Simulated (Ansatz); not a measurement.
`[NH2][Y]([Cl])[Cl]` + H–F → `[NH2][Y]([F])[Cl]` + HCl at 700 K and 1 bar (ligand exchange at a Y–Cl bond).

Gas-phase electronic energies from Ansatz, PBE0-D4/def2-TZVP geometries. CCSD(T)/CBS is the MP2 limit (def2-TZVPP, def2-QZVPP) plus CCSD(T) − MP2 in def2-TZVPP, frozen cores. This one scheme is used for every species. def2 core potentials past Kr. For Y outer-core shells are correlated without core-valence functions, which leaves a few kJ/mol of doubt a bond. One conformer a species, not always the lowest.

```json
{"species": "`[NH2][Y]([Cl])[Cl]`", "CCSD(T)/CBS energy (Eh)": "-1013.93151", "H − E (kJ/mol)": "131.0", "S (J/(mol·K))": "448.5"}
{"species": "H–F", "CCSD(T)/CBS energy (Eh)": "-100.39570", "H − E (kJ/mol)": "45.2", "S (J/(mol·K))": "198.5"}
{"species": "`[NH2][Y]([F])[Cl]`", "CCSD(T)/CBS energy (Eh)": "-653.94368", "H − E (kJ/mol)": "131.5", "S (J/(mol·K))": "440.4"}
{"species": "HCl", "CCSD(T)/CBS energy (Eh)": "-460.38127", "H − E (kJ/mol)": "38.4", "S (J/(mol·K))": "211.8"}
```

H − E and S are ideal-gas, rigid-rotor, harmonic terms from PBE0-D4/def2-TZVP, for one conformer and one mirror image of each species. 1 Eh = 2625.50 kJ/mol, R = 8.31446 J/(mol·K).

Q: By hand: ΔE, ΔH, ΔS and ΔG.

A: ΔE = (-653.94368) + (-460.38127) − (-1013.93151) − (-100.39570) = 0.00226 Eh = 5.9 kJ/mol. Δ(H − E) = 131.5 + 38.4 − 131.0 − 45.2 = -6.3, so ΔH = -0.4 kJ/mol. ΔS = 440.4 + 211.8 − 448.5 − 198.5 = 5.2 J/(mol·K). ΔG = -0.4 − 700 × (5.2)/1000 = -4.0 kJ/mol.

Q: By hand: the equilibrium constant, and the temperature at which ΔG would vanish if ΔH and ΔS stayed fixed.

A: log₁₀ K = −ΔG/(RT ln 10) = 0.3. ΔH and −TΔS have one sign here, so there is no such temperature.

TΔS isn't small against ΔH here. The sign of ΔG lies within the doubt. A doubt of 5 kJ/mol in ΔE shifts log₁₀ K by 0.4 here. Other conformers and mirror images would add mixing entropy, several J/(mol·K) or more a flexible species. Modes under 60 cm⁻¹, often nearly free rotors, make the harmonic entropy too high. These are equilibria of isolated gas molecules and say nothing of rates. Largest T1 diagnostic: 0.013 (customary marks: 0.02 for closed shells, 0.045 for open ones).

ΔS is within the doubt of such terms, so its sign, and with it that verdict, could turn.
